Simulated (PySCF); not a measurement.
This PySCF input asks for the NMR shieldings of SMILES F[C@@H]1C[SiH2][Si@@](F)(S)C1, C₃H₈F₂SSi₂; the geometry comes from GFN2-xTB.

```python
import basis_set_exchange as bse
import numpy as np
from pyscf import gto, dft
from pyscf.prop import nmr

atoms = """
F    -1.786598    0.425484   -1.106600
C    -1.527946   -0.203097    0.107418
C    -1.054943    0.864809    1.089102
Si    0.584284    1.616253    0.431505
Si    1.173249   -0.415719   -0.503181
F     1.434917   -0.433476   -2.104247
S     2.788987   -1.633275    0.267878
C    -0.484964   -1.288014   -0.137426
H    -2.489333   -0.637596    0.415252
H    -1.839984    1.611410    1.205329
H    -0.910972    0.395070    2.062152
H     1.377598    2.117807    1.556958
H     0.320369    2.698782   -0.515826
H     3.646650   -1.273970   -0.671404
H    -0.423729   -1.921748    0.746231
H    -0.815182   -1.913775   -0.967088
"""
names = dict.fromkeys(["F", "C", "Si", "S", "H"], "pcSseg-1")
basis = {el: gto.basis.parse(bse.get_basis(n, elements=[el], fmt="nwchem")) for el, n in names.items()}
mol = gto.M(atom=atoms, basis=basis, charge=0, verbose=0)
mf = dft.RKS(mol, xc="PBE0")
mf.grids.level = 2
mf.grids.alignment = dft.numint.BLKSIZE   # the property module wants whole blocks of grid points
mf.conv_tol = 1e-9
mf.kernel()

calc = nmr.RKS(mf)   # GIAO
C = mf.mo_coeff
Co = C[:, mf.mo_occ > 0]
resp = mf.gen_response(singlet=True, hermi=2)
def vind(x):   # induced exchange potential for any number of trial vectors
    d = np.einsum("pi,xij,qj->xpq", C, 2 * x.reshape(-1, C.shape[1], Co.shape[1]), Co, optimize=True)
    return np.einsum("xpq,pi,qj->xij", resp(d - d.transpose(0, 2, 1)), C, Co, optimize=True).ravel()
mo1, _ = nmr.rhf.solve_mo1(calc, with_cphf=vind)
sigma = calc.kernel(mo1)
for i, s in enumerate(sigma):   # ppm
    w = np.linalg.eigvalsh((s + s.T) / 2)
    print("%2d %-2s iso %8.1f  s11 %8.1f  s22 %8.1f  s33 %8.1f" % (i, mol.atom_pure_symbol(i), w.mean(), *w))
```

Question: What are the results?

Answer: 
```
 0 F  iso    357.0  s11    329.2  s22    361.3  s33    380.5
 1 C  iso     92.1  s11     58.4  s22     76.8  s33    141.1
 2 C  iso    164.0  s11    147.9  s22    153.0  s33    191.1
 3 Si iso    429.8  s11    403.0  s22    429.3  s33    456.9
 4 Si iso    281.3  s11    242.5  s22    284.8  s33    316.4
 5 F  iso    338.7  s11    304.1  s22    319.4  s33    392.7
 6 S  iso    704.5  s11    560.4  s22    693.5  s33    859.6
 7 C  iso    152.5  s11    142.1  s22    147.0  s33    168.3
 8 H  iso     26.0  s11     23.6  s22     24.2  s33     30.3
 9 H  iso     29.7  s11     24.9  s22     27.2  s33     36.8
10 H  iso     31.0  s11     27.2  s22     27.9  s33     37.8
11 H  iso     28.1  s11     24.9  s22     25.5  s33     33.9
12 H  iso     27.7  s11     24.2  s22     25.3  s33     33.7
13 H  iso     30.9  s11     23.2  s22     27.4  s33     42.3
14 H  iso     31.0  s11     26.5  s22     29.8  s33     36.6
15 H  iso     29.7  s11     25.7  s22     28.2  s33     35.4
```

These numbers come from an equivalent density-fitted implementation of the same equations, which agrees with the script to about 0.01 ppm for H and up to a few tenths of a ppm for heavy atoms, so last digits may differ.

Question: Turn these shieldings into chemical shifts. Scale: ¹⁹F (170.95 ppm) vs CFCl3; ¹³C (186.93 ppm) and ²⁹Si (349.16 ppm) and ¹H (31.72 ppm) against TMS; ³³S (503.73 ppm) vs CS2 (reference shieldings calculated alike).

Answer: Averaging equivalent atoms: F 5: -167.8; F 0: -186.1; C 1: 94.8; C 7: 34.4; C 2: 22.9; Si 4: 67.9; Si 3: -80.6; S 6: -201; H 8: 5.73; H 12: 4.02; H 11: 3.62; H 9: 2.06; H 15: 1.97; H 13: 0.77; H 14: 0.74; H 10: 0.73 ppm. Unscaled 19F shifts against computed CFCl3 carry errors that often reach 10 to 50 ppm.

Size and cost of the density-fitted run: 197 basis functions, 35 s wall time on 1 thread of an Arm Neoverse V1, shared host; peak memory 0.88 GiB.
